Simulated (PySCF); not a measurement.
SCF from a fresh guess for singlet RuO₄, at the PBE0 minimum. PySCF input:

```python
from pyscf import gto, scf, dft
mol = gto.M(atom='''
Ru    -0.000000    -0.000000     0.000000
O      1.358474    -0.000041     0.960586
O     -1.358474    -0.000000     0.960586
O      0.000020     1.358494    -0.960557
O     -0.000020    -1.358453    -0.960615''',
    basis={'Ru': 'def2-SVP', 'O': 'def2-SVP'},
    ecp={'Ru': 'def2-SVP'},
    charge=0, spin=0)
mf = dft.RKS(mol, xc='PBE0')
mf.grids.atom_grid = (50, 194)
aux = {'Ru': 'def2-universal-JKFIT', 'O': 'def2-universal-JKFIT'}
mf = mf.density_fit(auxbasis=aux)
mf.conv_tol = 1e-08
mf.diis_space = 10
mf.max_cycle = 60
mf.init_guess = 'minao'
mf.verbose = 4
mf.kernel()
```

Excerpt of the output (cycles and frontier levels):

```
init E= -386.025141420749
  HOMO = -0.698890760897214  LUMO = -0.50912023630618  gap/eV = 5.16392
cycle= 1 E= -394.725075120275  delta_E= -8.7  |g|= 1.54  |ddm|= 3.69
  HOMO = -0.284279858926632  LUMO = -0.200624080826367  gap/eV = 2.27639
cycle= 2 E= -391.943380791001  delta_E= 2.78  |g|=  3.9  |ddm|= 3.59
  HOMO = -0.349219024457467  LUMO = -0.127915015124713  gap/eV = 6.02199
cycle= 3 E= -395.062214856198  delta_E= -3.12  |g|= 0.558  |ddm|= 3.18
  HOMO = -0.396103171453096  LUMO = -0.196776601514211  gap/eV = 5.42395
cycle= 4 E= -395.122368623703  delta_E= -0.0602  |g|= 0.096  |ddm|= 0.44
  HOMO = -0.385364460642694  LUMO = -0.186139781403445  gap/eV = 5.42118
cycle= 5 E= -395.123967173306  delta_E= -0.0016  |g|= 0.00282  |ddm|= 0.0572
  HOMO = -0.385461868638379  LUMO = -0.186316102873815  gap/eV = 5.41903
cycle= 6 E= -395.123968797989  delta_E= -1.62e-06  |g|= 0.000999  |ddm|= 0.00279
  HOMO = -0.385450781589605  LUMO = -0.18634248126716  gap/eV = 5.41801
cycle= 7 E= -395.123968870023  delta_E= -7.2e-08  |g|= 0.000832  |ddm|= 0.001
  HOMO = -0.385462621939273  LUMO = -0.186341394651383  gap/eV = 5.41836
cycle= 8 E= -395.12396898126  delta_E= -1.11e-07  |g|= 0.000377  |ddm|= 0.000633
  HOMO = -0.38546319072159  LUMO = -0.186335952693168  gap/eV = 5.41853
cycle= 9 E= -395.12396901008  delta_E= -2.88e-08  |g|= 1.1e-05  |ddm|= 0.000316
  HOMO = -0.385463166406625  LUMO = -0.186336247921589  gap/eV = 5.41852
cycle= 10 E= -395.123969010109  delta_E= -2.89e-11  |g|= 4.06e-06  |ddm|= 1.42e-05
  HOMO = -0.385463175069579  LUMO = -0.186336961816103  gap/eV = 5.41850
Extra cycle  E= -395.123969010071  delta_E= 3.83e-11  |g|= 1.47e-05  |ddm|= 1.13e-05
converged SCF energy = -395.123969010071
```

No lower solution of this spin was found by a stability analysis within the restricted form, which does not test spin polarisation.

Stability towards spin polarisation was not tested.

The search for the lowest solution, with the stability check, took 5 s on 2 threads of a shared Arm Neoverse N1 host, with 87 basis functions; the process peaked at 0.37 GiB.
